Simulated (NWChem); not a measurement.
System: HTeSeF; SMILES [SeH][Te]F

The following NWChem deck was run.

```
start job
memory heap 200 mb stack 900 mb global 1100 mb
geometry units angstroms
  Te     0.380894     0.275225     0.717270
  F      1.577553     1.352015    -0.491346
  Se    -0.992471    -0.745319    -1.024186
  H     -0.205934    -1.939028    -1.308780
end
basis spherical
  * library def2-svp
end
ecp
  Te library def2-ecp
end
dft
  xc xpbe96 cpbe96
  disp vdw 4
  iterations 150
end
driver
  maxiter 120
end
task dft optimize
dft
  grid fine
  convergence energy 1d-8 density 1d-7
end
task dft freq numerical
```

Parts of the log:

```
             Northwest Computational Chemistry Package (NWChem) 7.3.0
             --------------------------------------------------------

 C1  symmetry detected

                             Geometry "geometry" -> ""
                             -------------------------

 Output coordinates in angstroms (scale by  1.889725989 to convert to a.u.)

  No.       Tag          Charge          X              Y              Z
 ---- ---------------- ---------- -------------- -------------- --------------
    1 Te                  52.0000    -0.32279370     0.82769564    -0.00679771
    2 F                    9.0000     1.60656161     1.40197958    -0.00965592
    3 Se                  34.0000     0.06417089    -1.58272047    -0.02831654
    4 H                    1.0000     0.14440772    -1.84549365     1.40314693

 Effective nuclear repulsion energy (a.u.)     577.0293250025

                                Z-matrix (autoz)
                                --------

 Units are Angstrom for bonds and degrees for angles

      Type          Name      I     J     K     L     M      Value
      ----------- --------  ----- ----- ----- ----- ----- ----------
    1 Stretch                  1     2                       2.01301
    2 Stretch                  1     3                       2.44137
    3 Stretch                  3     4                       1.45759
    4 Bend                     1     3     4               100.25689
    5 Bend                     2     1     3                97.45457
    6 Torsion                  2     1     3     4          88.64713

                           NWChem Geometry Optimization
                           ----------------------------

 maximum gradient threshold         (gmax) =   0.000450
 rms gradient threshold             (grms) =   0.000300
 maximum cartesian step threshold   (xmax) =   0.001800
 rms cartesian step threshold       (xrms) =   0.001200
 fixed trust radius                (trust) =   0.300000
 source of zmatrix                         =   autoz

          -------------------
          Energy Minimization
          -------------------

 Using diagonal initial Hessian
 Scaling for Hessian diagonals: bonds = 1.00  angles = 0.25  torsions = 0.10

          --------
          Step   0

                                 NWChem DFT Module
                                 -----------------

 Summary of "ao basis" -> "ao basis" (spherical)
 ------------------------------------------------------------------------------
       Tag                 Description            Shells   Functions and Types
 ---------------- ------------------------------  ------  ---------------------
 Te                         def2-svp                10       26   4s4p2d
 F                          def2-svp                 6       14   3s2p1d
 Se                         def2-svp                12       32   5s4p3d
 H                          def2-svp                 3        5   2s1p

            General Information
            -------------------
          SCF calculation type: DFT
          Wavefunction type:  closed shell.
          No. of atoms     :     4
          No. of electrons :    68
           Alpha electrons :    34
            Beta electrons :    34
          Charge           :     0
          Spin multiplicity:     1
          Use of symmetry is: off; symmetry adaption is: off
          Maximum number of iterations: 150
          AO basis - number of functions:    77
                     number of shells:    31
          Convergence on energy requested:  1.00D-06
          Convergence on density requested:  1.00D-05
          Convergence on gradient requested:  5.00D-04

              XC Information
              --------------
          PerdewBurkeErnzerhof Exchange Functional  1.000
            Perdew 1991 LDA Correlation Functional  1.000 local
           PerdewBurkeErnz. Correlation Functional  1.000 non-local

             Grid Information
             ----------------
          Grid used for XC integration:  medium
          Radial quadrature: Mura-Knowles
          Angular quadrature: Lebedev.
          Tag              B.-S. Rad. Rad. Pts. Rad. Cut. Ang. Pts.
          ---              ---------- --------- --------- ---------
          Te                  1.40      123          10.0       590
          F                   0.50       49          10.0       434
          Se                  1.15      112           9.0       590
          H                   0.35       45          10.0       434
          Grid pruning is: on
          Number of quadrature shells:   329
          Spatial weights used:  Erf1

           DFT-D3BJ Model
          s6 scale factor  :        1.000000000000
          s8 scale factor  :        0.787500000000
          a1 parameter     :        0.428900000000
          a2 parameter     :        4.440700000000
              vdW contrib  :       -0.003281802445

      Superposition of Atomic Density Guess
      -------------------------------------

 Sum of atomic energies:       -2810.52729402

      Non-variational initial energy
      ------------------------------

 Total energy =   -2766.470689
 1-e energy   =   -4547.817437
 2-e energy   =    1481.757449
 HOMO         =      -0.221602
 LUMO         =      -0.082742

   convergence    iter        energy       DeltaE   RMS-Dens  Diis-err
 ---------------- ----- ----------------- --------- --------- ---------
 d= 0,ls=0.0,diis     1  -2769.0917435807 -3.07D+03  4.84D-02  7.67D-01
 d= 0,ls=0.0,diis     2  -2766.6499668291  2.44D+00  4.01D-02  2.07D+01
 d= 0,ls=0.0,diis     3  -2769.1807176202 -2.53D+00  6.77D-03  1.03D-01
 d= 0,ls=0.0,diis     4  -2769.1809101924 -1.93D-04  4.58D-03  7.89D-02
 d= 0,ls=0.0,diis     5  -2769.1924272727 -1.15D-02  1.44D-03  5.52D-03
  Resetting Diis
 d= 0,ls=0.0,diis     6  -2769.1935161508 -1.09D-03  3.30D-04  4.17D-04
 d= 0,ls=0.0,diis     7  -2769.1936025090 -8.64D-05  1.38D-04  1.69D-05
 d= 0,ls=0.0,diis     8  -2769.1935946513  7.86D-06  8.91D-05  7.85D-05
 d= 0,ls=0.0,diis     9  -2769.1936049280 -1.03D-05  2.34D-05  3.94D-06
 d= 0,ls=0.0,diis    10  -2769.1936053255 -3.97D-07  9.19D-06  4.62D-07

         Total DFT energy =    -2769.193605325523
      One electron energy =    -4547.620574475161
           Coulomb energy =     1597.154986031336
    Exchange-Corr. energy =     -118.314034311828
 Nuclear repulsion energy =      299.589299232575

    Dispersion correction =       -0.003281802445

 Numeric. integr. density =       67.999992867615

                       DFT Final Molecular Orbital Analysis
                       ------------------------------------

 Vector   32  Occ=2.000000D+00  E=-2.825514D-01
              MO Center=  7.8D-01,  4.0D-01, -2.7D-02, r^2= 3.8D+00
   Bfn.  Coefficient  Atom+Function         Bfn.  Coefficient  Atom+Function
  ----- ------------  ---------------      ----- ------------  ---------------
    31      0.441137  2 F  py                34     -0.314980  2 F  py
    56     -0.294069  3 Se py                53     -0.281031  3 Se py
    12      0.219446  1 Te py                30     -0.220490  2 F  px
     4      0.182266  1 Te s                 50      0.174460  3 Se py
    33      0.162866  2 F  px                 3      0.146712  1 Te s

 Vector   33  Occ=2.000000D+00  E=-2.460215D-01
              MO Center=  1.5D-01, -1.2D+00, -5.4D-04, r^2= 2.7D+00
   Bfn.  Coefficient  Atom+Function         Bfn.  Coefficient  Atom+Function
  ----- ------------  ---------------      ----- ------------  ---------------
    55      0.549732  3 Se px                52      0.481215  3 Se px
    49     -0.303975  3 Se px                31     -0.156670  2 F  py
    30     -0.138957  2 F  px                34      0.114225  2 F  py
    33      0.105861  2 F  px                46      0.098733  3 Se px
    56      0.093349  3 Se py                 3      0.084927  1 Te s

 Vector   34  Occ=2.000000D+00  E=-1.979014D-01
              MO Center= -9.3D-02,  7.1D-01,  2.3D-02, r^2= 2.9D+00
   Bfn.  Coefficient  Atom+Function         Bfn.  Coefficient  Atom+Function
  ----- ------------  ---------------      ----- ------------  ---------------
    13      0.577463  1 Te pz                16      0.492630  1 Te pz
    32      0.275301  2 F  pz                10     -0.220650  1 Te pz
    35     -0.210847  2 F  pz                 7     -0.171714  1 Te pz
    74     -0.137661  4 H  s                 73     -0.134559  4 H  s
    45      0.124268  3 Se s                 44      0.078663  3 Se s

[...]

      ----------------------
      Optimization converged
      ----------------------

  Step       Energy      Delta E   Gmax     Grms     Xrms     Xmax
  ---- ---------------- -------- -------- -------- -------- --------
@    6   -2769.19595811 -3.6D-07  0.00006  0.00003  0.00062  0.00119
                                     ok       ok       ok       ok

                                Z-matrix (autoz)
                                --------

 Units are Angstrom for bonds and degrees for angles

      Type          Name      I     J     K     L     M      Value     Gradient
      ----------- --------  ----- ----- ----- ----- ----- ---------- ----------
    1 Stretch                  1     2                       1.98055   -0.00005
    2 Stretch                  1     3                       2.50288   -0.00003
    3 Stretch                  3     4                       1.49533   -0.00006
    4 Bend                     1     3     4                98.09759   -0.00001
    5 Bend                     2     1     3               102.57547    0.00002
    6 Torsion                  2     1     3     4          87.77890    0.00000

                         Geometry "geometry" -> "geometry"
                         ---------------------------------

 Output coordinates in angstroms (scale by  1.889725989 to convert to a.u.)

  No.       Tag          Charge          X              Y              Z
 ---- ---------------- ---------- -------------- -------------- --------------
    1 Te                  52.0000    -0.26616144     0.83588452    -0.00312445
    2 F                    9.0000     1.60333125     1.48946963    -0.02321947
    3 Se                  34.0000     0.02503136    -1.64964491    -0.04495236
    4 H                    1.0000     0.13014534    -1.87424814     1.42967304

 Effective nuclear repulsion energy (a.u.)     567.0733737915

                Final and change from initial internal coordinates
                --------------------------------------------------

                                Z-matrix (autoz)
                                --------

 Units are Angstrom for bonds and degrees for angles

      Type          Name      I     J     K     L     M      Value       Change
      ----------- --------  ----- ----- ----- ----- ----- ---------- ----------
    1 Stretch                  1     2                       1.98055   -0.03246
    2 Stretch                  1     3                       2.50288    0.06150
    3 Stretch                  3     4                       1.49533    0.03774
    4 Bend                     1     3     4                98.09759   -2.15929
    5 Bend                     2     1     3               102.57547    5.12091
    6 Torsion                  2     1     3     4          87.77890   -0.86823

 ==============================================================================
                                internuclear distances
 ------------------------------------------------------------------------------
       center one      |      center two      | atomic units |  angstroms
 ------------------------------------------------------------------------------
    2 F                |   1 Te               |     3.74270  |     1.98055
    3 Se               |   1 Te               |     4.72975  |     2.50288
    4 H                |   3 Se               |     2.82577  |     1.49533
 ------------------------------------------------------------------------------
                         number of included internuclear distances:          3
 ==============================================================================

[second-derivative integrals and response iterations left out]

  Vibrational analysis via the FX method

  See chapter 2 in "Molecular Vibrations" by Wilson, Decius and Cross

  Vib: Default input used

 ---------------------------- Atom information ----------------------------
     atom    #        X              Y              Z            mass
 --------------------------------------------------------------------------
    Te       1 -5.0297219D-01  1.5795927D+00 -5.9043556D-03  1.2990670D+02
    F        2  3.0298567D+00  2.8146895D+00 -4.3878440D-02  1.8998400D+01
    Se       3  4.7302416D-02 -3.1173769D+00 -8.4947644D-02  7.8918300D+01
    H        4  2.4593903D-01 -3.5418154D+00  2.7016903D+00  1.0078250D+00
 --------------------------------------------------------------------------

[unprojected Hessian and modes left out]

        Vibrational analysis via the FX method
  --- with translations and rotations projected out ---
  --- via the Eckart algorithm                      ---
 Projected Nuclear Hessian trans-rot subspace norm:1.4227D-33
                         (should be close to zero!)

[projected Hessian left out]

 Rotational Constants
 --------------------
 A=   0.282407 cm-1  (  0.406311 K)
 B=   0.047637 cm-1  (  0.068538 K)
 C=   0.041194 cm-1  (  0.059268 K)

 Temperature                      =   298.15K
 frequency scaling parameter      =   1.0000

 Zero-Point correction to Energy  =    6.078 kcal/mol  (  0.009686 au)
 Thermal correction to Energy     =    9.001 kcal/mol  (  0.014344 au)
 Thermal correction to Enthalpy   =    9.593 kcal/mol  (  0.015288 au)

 Total Entropy                    =   76.292 cal/mol-K
   - Translational                =   42.167 cal/mol-K (mol. weight = 228.8312)
   - Rotational                   =   27.455 cal/mol-K (symmetry #  =        1)
   - Vibrational                  =    6.670 cal/mol-K

 Cv (constant volume heat capacity) =   13.204 cal/mol-K
   - Translational                  =    2.979 cal/mol-K
   - Rotational                     =    2.979 cal/mol-K
   - Vibrational                    =    7.245 cal/mol-K

[normal modes left out]

 ----------------------------------------------------------------------------
 Normal Eigenvalue ||           Projected Infra Red Intensities
  Mode   [cm**-1]  || [atomic units] [(debye/angs)**2] [(KM/mol)] [arbitrary]
 ------ ---------- || -------------- ----------------- ---------- -----------
    1       -0.000 ||    0.000448           0.010         0.437       0.511
    2        0.000 ||    0.003025           0.070         2.949       3.453
    3        0.000 ||    0.000324           0.007         0.316       0.370
    4        0.000 ||    0.000001           0.000         0.001       0.002
    5        0.000 ||    0.000211           0.005         0.205       0.240
    6        0.000 ||    0.000054           0.001         0.052       0.061
    7      131.516 ||    0.003780           0.087         3.685       4.316
    8      247.610 ||    0.004467           0.103         4.355       5.100
    9      353.672 ||    0.008309           0.192         8.100       9.486
   10      567.732 ||    0.056729           1.309        55.302      64.764
   11      670.496 ||    0.010396           0.240        10.134      11.868
   12     2282.812 ||    0.017368           0.401        16.931      19.828
 ----------------------------------------------------------------------------
```

Level: PBE-D3(BJ)/def2-SVP with def2 effective core potentials on Te. This build's default masses of Se (78.918 u) and Br (79.917 u) are each other's, which moves their modes by up to 0.6 %. def2 effective core potentials on Te; no spin-orbit coupling.
